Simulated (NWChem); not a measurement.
# ditellurium (Te2, triplet); SMILES [Te]=[Te]

All runs: NWChem. Spin-unrestricted. No stability test was run on the SCF state. def2 effective core potentials on Te; no spin-orbit coupling. The level has its own optimisation; frequencies are unscaled.

### Question
What does the run give for CAM-B3LYP/def2-SVP (core potentials)? Quantities: r Te–Te (Å); highest harmonic frequency (cm⁻¹); zero-point energy (kcal/mol).

### Answer
```
Property                           Value
---------------------------------  -----
r Te–Te (Å)                        2.557
highest harmonic frequency (cm⁻¹)    268
zero-point energy (kcal/mol)         0.4
```
